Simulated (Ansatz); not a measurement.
Coupled-cluster diagnostics for the cluster Sn2O2⁻, Ansatz.

Geometry of the doublet (r2SCAN-D4/def2-SVPD):

```xyz
4

Sn   -0.376    0.051   -1.409
Sn   -0.186   -0.368    1.400
O     0.954   -1.029   -0.218
O    -0.392    1.346    0.227
```

In the def2 sets Sn takes a core potential; there is no spin–orbit coupling. Correlated methods freeze 10 core orbitals; core or outer-core shells of Sn are correlated, in sets that lack core-valence functions. Another isomer (doublet) lies 0.29 eV lower at PBE0-D4/def2-TZVPD; other spin states weren't run for this one.

(1) Estimate the CCSD(T) correlation energy, the shares of MP2 and (T), T1 and the reference's ⟨S²⟩ for: charge -1, doublet, own geometry in def2-SVPD; and the rough time on 4 threads of Arm Neoverse V2 on a shared host.

## Answers

(1) 
```tsv
state	basis	correlation (eV)	MP2 share (%)	(T) share (%)	T1	⟨S²⟩ (pure)	wall time
charge -1, doublet, own geometry	def2-SVPD	-18.010	95.2	5.0	0.024	0.78 (0.75)	18 s
```
Customary marks for T1 are 0.02 (closed shells), 0.045 (open shells) and about 0.05 (3d metals). T1 exceeds 0.02 in 1 of 1 rows and 0.045 in 0; the higher it lies, the less the single-reference result can be trusted.
